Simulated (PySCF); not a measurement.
Electron affinity of Cu by level of theory

Cu⁻ [Ar] 3d10 4s2 (1S) → Cu [Ar] 3d10 4s1 (2S), as a difference of total energies. All numbers are calculated (PySCF 2.14, a scalar-relativistic core potential, in aug-cc-pVDZ-PP with ECP10MDF (5s5p4d2f, 54 functions)). Correlated levels: valence: 3s2 3p6 frozen. The calculations carry no spin-orbit coupling.

| method | electron affinity (eV) |
| --- | --- |
| UHF | -0.006 |
| MP2 (valence) | 0.810 |
| SCS-MP2 (valence) | 0.851 |
| CCSD (valence) | 0.964 |
| CCSD(T) (valence) | 1.114 |

Errors of the correlated levels include the incompleteness of this basis and the frozen core.

A negative affinity means that the anion lies above the atom at that level of theory.

The coupled-cluster amplitudes are large for Cu⁻ (T1 above 0.03 or a double amplitude above 0.15), so a single reference is strained.

For comparison: 1.236 eV (measured; photodetachment measurements, as compiled on the Wikipedia data page of electron affinities).
